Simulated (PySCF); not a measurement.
This script is equivalent to a calculation on Cl (chlorine, neutral).

```python
from pyscf import gto, scf, dft, mp, cc
import basis_set_exchange as bse
mol = gto.M(atom="Cl 0 0 0", charge=0, spin=1, symmetry="D2h",
            basis=gto.basis.parse(bse.get_basis("cc-pVDZ-DK", elements=["Cl"], fmt="nwchem", header=False)),
            nucmod="G")
mf = scf.UHF(mol).sfx2c1e()
mf.irrep_nelec = {'Ag': (3, 3), 'B1u': (2, 2), 'B2u': (2, 2), 'B3u': (2, 1)}
mf.kernel()
```

Q: What total energy does it give?

A: -460.87843 hartree (calculated).

Q: Which occupied shell lies highest, and where?

A: 3p β, at -12.912 eV.

Q: What is ⟨S²⟩, and what would a pure spin state give?

A: 0.756, against 0.75.
